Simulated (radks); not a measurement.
Coulomb parameter of the 3d shell of the scandium ion Sc+ in the model configuration [Ar] 3d1 4s1, as a second difference U = [E(n + 1) + E(n - 1) - 2 E(n)] / (1)^2 with all orbitals relaxed. "Bare": the charge of the atom changes with n. "Screened": the 4s shell takes up the change at fixed total charge, which measures U(3d,3d) + U(4s,4s) - 2 U(3d,4s). Method: scalar-relativistic Kohn-Sham, PBE, spin-unpolarised, spherical densities, finite nucleus; Fermi nuclear charge, rms radius 3.5459 fm; computed with a radial shooting solver on a logarithmic mesh with Libxc functionals.

case,configuration,E - E(n) (eV)
start,[Ar] 3d1 4s1,0.000
bare +1,[Ar] 3d2 4s1,-5.229
bare -1,[Ar] 4s1,16.096
screened +1,[Ar] 3d2,0.681
screened -1,[Ar] 4s2,1.484

U(bare) = 10.867 eV, U(screened by 4s) = 2.166 eV, against the Slater integral F0(3d,3d) = 14.957 eV with frozen orbitals.
